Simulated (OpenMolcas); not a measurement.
# V4+: moving or changing the point charges

V4+ among 6 point charges of -2.2 e arranged as an octahedron (Oh), 1.72 Å from the ion.
```
   1.7200    0.0000    0.0000  -2.20
   0.0000    1.7200    0.0000  -2.20
  -1.7200    0.0000    0.0000  -2.20
   0.0000   -1.7200    0.0000  -2.20
   0.0000    0.0000    1.7200  -2.20
   0.0000    0.0000   -1.7200  -2.20
```

* Program: OpenMolcas 26.06
* Method: SS-CASPT2, IPEA 0.25 Eh, imaginary shift 0.1 Eh (closed shells correlated: 3s 3p)
* Basis: ANO-RCC-VDZP [5s4p2d1f]
* Scalar Hamiltonian: DKH2, point nucleus
* Active space: 1 electron in 5 orbitals (3d)
* State averaging: 2S+1 = 2 even, 5 roots
* Spin-orbit coupling: RASSI with atomic mean-field integrals over the reference wave functions

Runs around this geometry, states (labels of O, the rotations of Oh). Energies in cm-1 above the lowest state or level, χT in cm3 K/mol; under a threefold ground state the first gap can be a small split of the lowest multiplet, not the spin-orbit step; 10Dq is the gap between the two states.

```
R (Å)  q (e)  Ground state  First state of that spin   10Dq  First gap with spin-orbit (degeneracies)  χT at 300 K
 1.72  -1.43           2T2                   2E 5990   5989                                370 (4, 2)        0.367
 1.58   -2.2           2T2                  2E 13300  13295                                350 (4, 2)        0.370
 1.72   -2.2           2T2                   2E 8930   8935                                360 (4, 2)        0.366
  1.8   -2.2           2T2                   2E 7230   7227                                360 (4, 2)        0.365
```

Taking |10Dq| as R^-n, n = -ln(7227 / 13295) / ln(1.8 / 1.58) = 4.7 between the shortest and longest distance. The point-charge formula for a cubic d site gives n = 5.

Scaling the charges by -1.43 / -2.2 = 0.65 scales |10Dq| by 5989 / 8935 = 0.67; with fixed orbitals a first-order splitting would follow the charge.

Roots that are degenerate in the reference are averaged as groups; the widest CASPT2 spread within a group is 21 cm-1 (the 2-fold group of multiplicity 2 near 8930 cm-1 above the lowest state of its run, R = 1.72, q = -2.2). Shifts and gaps below about the spread of the groups concerned are not significant. An orbital triplet at a regular site is open to Jahn-Teller coupling, which can distort the site and quench the lowest spin-orbit gaps and is left out. Free-ion shares, where given, are those of the reference states; single-state CASPT2 does not remix them. This field is weak: 10Dq is about 5989 cm-1, while octahedral complexes of 3d ions of charge 3 and more, computed by the same method with explicit ligands, had a median near 15000 cm-1. Ground spin and moment need not be those of a real site (figures for R = 1.72, q = -1.43; the like holds for R = 1.72, q = -2.2, R = 1.8, q = -2.2). Point charges carry no covalency, so the field is a model and not that of real ligands. No measured value stands beside these numbers.
